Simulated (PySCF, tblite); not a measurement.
Isomers of C4H6O2SSi. Computed with GFN2-xTB (tblite): harmonic, unscaled wavenumbers at the GFN2-xTB geometry, gas phase. Errors from tens to a few hundred cm⁻¹ against measured bands are possible. Modes of hydrogen on silicon can be 10 to 20 % off. One conformer each.

Electronic energies: PBE0/pcSseg-1 single points on the GFN2-xTB geometries (PySCF, gas phase).

```json
{"SMILES": "C[SiH2]SC(=C=O)C=O", "electronic energy, lowest = 0 (kcal/mol)": "21.3"}
{"SMILES": "O=CO/C=C1\\[SiH2]CS1", "electronic energy, lowest = 0 (kcal/mol)": "34.5"}
{"SMILES": "C=C[C@@H]1O[SiH2]OC1=S", "electronic energy, lowest = 0 (kcal/mol)": "0.0"}
```

How do GFN2-xTB zero-point energies change the relative energies?

```json
{"SMILES": "C=C[C@@H]1O[SiH2]OC1=S", "ZPE (kcal/mol)": "57.3", "of it from modes above 1550 cm⁻¹": "26.8", "electronic (kcal/mol)": "0.0", "with ZPE, lowest = 0 (kcal/mol)": "0.0", "lowest mode (cm⁻¹)": "60", "rings": "1"}
{"SMILES": "C[SiH2]SC(=C=O)C=O", "ZPE (kcal/mol)": "55.1", "of it from modes above 1550 cm⁻¹": "29.1", "electronic (kcal/mol)": "21.3", "with ZPE, lowest = 0 (kcal/mol)": "19.2", "lowest mode (cm⁻¹)": "26", "rings": "0"}
{"SMILES": "O=CO/C=C1\\[SiH2]CS1", "ZPE (kcal/mol)": "56.2", "of it from modes above 1550 cm⁻¹": "28.4", "electronic (kcal/mol)": "34.5", "with ZPE, lowest = 0 (kcal/mol)": "33.5", "lowest mode (cm⁻¹)": "76", "rings": "1"}
```

The zero-point energies span 2.2 kcal/mol, from `C[SiH2]SC(=C=O)C=O` to `C=C[C@@H]1O[SiH2]OC1=S`. The order is unchanged.

And how do the electronic energies of GFN2-xTB itself compare?

`C=C[C@@H]1O[SiH2]OC1=S` 0.0; `C[SiH2]SC(=C=O)C=O` 60.2; `O=CO/C=C1\[SiH2]CS1` 64.8 kcal/mol, lowest = 0. Against the energies above, taken from the same isomer `C=C[C@@H]1O[SiH2]OC1=S`, the largest difference is 38.9 kcal/mol.

What do entropy and thermal enthalpy add at 298.15 K and 1 bar (rigid rotor, harmonic oscillator, one conformer each)?

```csv
SMILES,point group,symmetry number,S (cal/(mol K)),H − H(0) (kcal/mol),ZPE + H − H(0) − TS (kcal/mol)
C=C[C@@H]1O[SiH2]OC1=S,C1,1,92.4,6.01,35.7
C[SiH2]SC(=C=O)C=O,C1,1,102.9,7.24,31.7
O=CO/C=C1\[SiH2]CS1,Cs,1,91.6,6.10,35.0
```
